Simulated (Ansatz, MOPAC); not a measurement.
Molecule: C$_{5}$H$_{13}$O, net charge 1, singlet state. SMILES: C[OH+]C(C)(C)C

Atoms: C1, C2, C3, C4, O5, C6, H7, H8, H9, H10, H11, H12, H13, H14, H15, H16, H17, H18, H19. Bonds: C1-C2, C1-H7, C1-H8, C1-H9, C2-C3, C2-C4, C2-O5, C3-H10, C3-H11, C3-H12, C4-H13, C4-H14, C4-H15, O5-C6, O5-H19, C6-H16, C6-H17, C6-H18.

Bond lengths (Å) and angles (degrees) optimised at PM3 with MOPAC; MNDO with MOPAC; HF/6-31G* with Ansatz (a first-principles code); B3LYP/LANL2DZ with Ansatz, each started from the B3LYP-D3(BJ)/def2-TZVP structure (Ansatz) of the last column. A row stands for all coordinates that are equal there; 11 of 42 kinds are shown. 6-31G* holds six Cartesian d functions. No wavenumbers were computed at MNDO, B3LYP/LANL2DZ, so these may be saddle points.

| coordinate | PM3 | MNDO | HF/6-31G* | B3LYP/LANL2DZ | B3LYP-D3(BJ)/def2-TZVP |
|---|---|---|---|---|---|
| C1-C2 | 1.503 | 1.558 | 1.514 | 1.527 | 1.507 |
| C1-H7 | 1.102 | 1.109 | 1.084 | 1.097 | 1.091 |
| C1-H9 | 1.100 to 1.105 | 1.108 | 1.082 | 1.095 | 1.089 |
| C2-C3 | 1.503 | 1.560 | 1.514 | 1.525 | 1.506 |
| C2-C4 | 1.504 | 1.563 | 1.516 | 1.528 | 1.509 |
| C2-O5 | 1.676 | 1.505 | 1.586 | 1.653 | 1.625 |
| C4-H15 | 1.101 | 1.109 | 1.085 | 1.098 | 1.092 |
| O5-C6 | 1.443 | 1.459 | 1.464 | 1.503 | 1.473 |
| C1-C2-C3 | 115.3 | 112.7 | 114.5 | 115.0 | 114.8 |
| C1-C2-C4 | 114.7 | 111.2 | 113.9 | 114.6 | 114.3 |
| C1-C2-O5 | 106.5 | 108.5 | 106.9 | 105.8 | 106.8 |

A range marks coordinates that this level makes unequal.

Mean signed difference of all 18 bond lengths from B3LYP-D3(BJ)/def2-TZVP: PM3 0.008 Å, MNDO 0.015 Å, HF/6-31G* -0.007 Å, B3LYP/LANL2DZ 0.011 Å.
